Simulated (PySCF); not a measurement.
Isomers of CH8OSeSi2, mass 171.928 u with the commonest isotopes. Level of theory: PBE0-D3(BJ)/def2-SVP geometry optimisation, gas phase in PySCF. One conformer each, none proved a minimum here; rigid rotors.

Question: Order these by dipole moment, largest first.
A. `[OH:1][SiH2:2][CH2:3][Se:4][SiH3:5]` with H–O1–Si2–C3 180°, O1–Si2–C3–Se4 -178°, Si2–C3–Se4–Si5 -76°
B. `[CH3:1][O:2][SiH2:3][Se:4][SiH3:5]` with C1–O2–Si3–Se4 -178°, O2–Si3–Se4–Si5 -2°
C. `[CH3:1][Si@H:2]([OH:3])[Se:4][SiH3:5]` with C1–Si2–O3–H -166°, C1–Si2–Se4–Si5 -113°

Answer: B (2.54 D), A (1.60 D), C (0.93 D).

Question: Order these by rotational constant B, largest first.
A. `[CH3:1][O:2][SiH2:3][Se:4][SiH3:5]` with C1–O2–Si3–Se4 -178°, O2–Si3–Se4–Si5 -2°
B. `[OH:1][SiH2:2][CH2:3][Se:4][SiH3:5]` with H–O1–Si2–C3 180°, O1–Si2–C3–Se4 -178°, Si2–C3–Se4–Si5 -76°
C. `[CH3:1][Si@H:2]([OH:3])[Se:4][SiH3:5]` with C1–Si2–O3–H -166°, C1–Si2–Se4–Si5 -113°

Answer: A (1300 MHz), C (1123 MHz), B (955.9 MHz).

Question: Order these by rotational constant C, smallest first.
A. `[CH3:1][O:2][SiH2:3][Se:4][SiH3:5]` with C1–O2–Si3–Se4 -178°, O2–Si3–Se4–Si5 -2°
B. `[CH3:1][Si@H:2]([OH:3])[Se:4][SiH3:5]` with C1–Si2–O3–H -166°, C1–Si2–Se4–Si5 -113°
C. `[OH:1][SiH2:2][CH2:3][Se:4][SiH3:5]` with H–O1–Si2–C3 180°, O1–Si2–C3–Se4 -178°, Si2–C3–Se4–Si5 -76°

Answer: C (803.6 MHz), A (916.8 MHz), B (1055 MHz).

| SMILES | point group | Ia (u·Å²) | Ib (u·Å²) | Ic (u·Å²) | κ | μa (D) | μb (D) | μc (D) |
| --- | --- | --- | --- | --- | --- | --- | --- | --- |
| CO[SiH2][Se][SiH3] | near Cs | 177.85 | 388.71 | 551.21 | -0.60 | 2.54 | 0.16 | 0.00 |
| C[Si@H](O)[Se][SiH3] | C1 | 170.05 | 449.99 | 479.04 | -0.93 | 0.08 | 0.81 | 0.45 |
| O[SiH2]C[Se][SiH3] | C1 | 150.18 | 528.71 | 628.89 | -0.88 | 1.28 | 0.94 | 0.18 |
